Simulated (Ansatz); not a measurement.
Start from `[F][Nb]([F])([F])([F])[Cl]` and change one atom or group to get `[OH][Nb]([F])([F])([F])[F]`.

Ansatz, PBE0-D4/def2-TZVP geometries, multiplicity 1. Each molecule was computed in one conformer, which needn't be the lowest.

Elements past krypton have def2 core potentials.

```json
{"property": "LUMO energy (ωB97M-V/def2-TZVPP) / eV", "`[F][Nb]([F])([F])([F])[Cl]`": "-1.40"}
{"property": "size of the dipole moment (ωB97M-V/def2-TZVPP) / D", "`[F][Nb]([F])([F])([F])[Cl]`": "0.83"}
{"property": "HOMO–LUMO gap (B3LYP/def2-TZVPP) / eV", "`[F][Nb]([F])([F])([F])[Cl]`": "6.49"}
{"property": "size of the dipole moment (B3LYP/def2-TZVPP) / D", "`[F][Nb]([F])([F])([F])[Cl]`": "0.93"}
{"property": "LUMO energy (B3LYP/def2-TZVPP) / eV", "`[F][Nb]([F])([F])([F])[Cl]`": "-3.83"}
{"property": "LUMO energy (PBE0/def2-TZVPP) / eV", "`[F][Nb]([F])([F])([F])[Cl]`": "-3.61"}
```

Question: Give the same properties after the change, and the shifts. (Estimate.)

Answer: Computed: 
| property | `[OH][Nb]([F])([F])([F])[F]` | shift |
| --- | --- | --- |
| LUMO energy (ωB97M-V/def2-TZVPP) / eV | -0.26 | 1.14 |
| size of the dipole moment (ωB97M-V/def2-TZVPP) / D | 3.42 | 2.59 |
| HOMO–LUMO gap (B3LYP/def2-TZVPP) / eV | 7.65 | 1.16 |
| size of the dipole moment (B3LYP/def2-TZVPP) / D | 3.43 | 2.50 |
| LUMO energy (B3LYP/def2-TZVPP) / eV | -2.77 | 1.06 |
| LUMO energy (PBE0/def2-TZVPP) / eV | -2.52 | 1.09 |

With PBE0 the HOMO falls by 0.10 eV and the LUMO rises by 1.09 eV, so the gap widens by about 1.19 eV. PBE moves the HOMO by 0.16 eV and ωB97M-V by -0.28 eV. The zero-point energy changes by 30.7 kJ/mol with +3 modes. Dipoles are sizes alone; their direction can turn.

B3LYP here is the variant with VWN-RPA as its local correlation; programs differ in this.
